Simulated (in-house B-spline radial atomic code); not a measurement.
Configurations of Ar⁴⁺, with energies counted from [Ne] 3s2 (3p1/2)2. Level of theory: Dirac-Hartree-Fock, average of each configuration as written, Fermi nucleus of rms radius 3.4274 fm; calculated with an all-electron radial atomic-structure program (B-spline basis). Energies include first-order Breit, QED and recoil terms.

Occupations are held fixed; configurations that lie above the ionisation limit could autoionise.

| configuration | E - E(ref) (eV) | highest orbital | its <r> (bohr) |
| --- | --- | --- | --- |
| [Ne] 3s2 (3p3/2)2 | -0.11722 | 3p3/2 | 1.346 |
| [Ne] 3s2 (3p1/2)1 (6d5/2)1 | 61.817 | 6d5/2 | 9.22 |
| [Ne] 3s1 (3p1/2)2 (7d5/2)1 | 81.23 | 7d5/2 | 12.94 |
| [Ne] 3s1 (3p1/2)2 (7f7/2)1 | 81.728 | 7f7/2 | 13.27 |
| [He] 2s2 (2p1/2)2 (2p3/2)3 3s2 (3p1/2)2 (6f5/2)1 | 310.71 | 6f5/2 | 9.315 |

Task: Order these further configurations by energy, lowest first.
A. [He] 2s2 (2p1/2)1 (2p3/2)4 3s2 (3p3/2)2 (4d5/2)1
B. [He] 2s2 (2p1/2)2 (2p3/2)3 3s2 (3p1/2)2 (5d3/2)1
C. [Ne] 3s2 (3p3/2)1 (4f7/2)1
D. [Ne] 3s2 (3p3/2)1 (5f7/2)1
E. [Ne] 3s2 (3p3/2)1 6s1

Result: C (50.862 eV), D (58.638 eV), E (59.157 eV), A (296.75 eV), B (304.59 eV).

Task: Is the reference the lowest configuration at this level of theory?

Result: No: [Ne] 3s2 (3p3/2)2 lies 0.1172 eV lower. Averages of configurations without correlation can order differently from the measured ground levels.
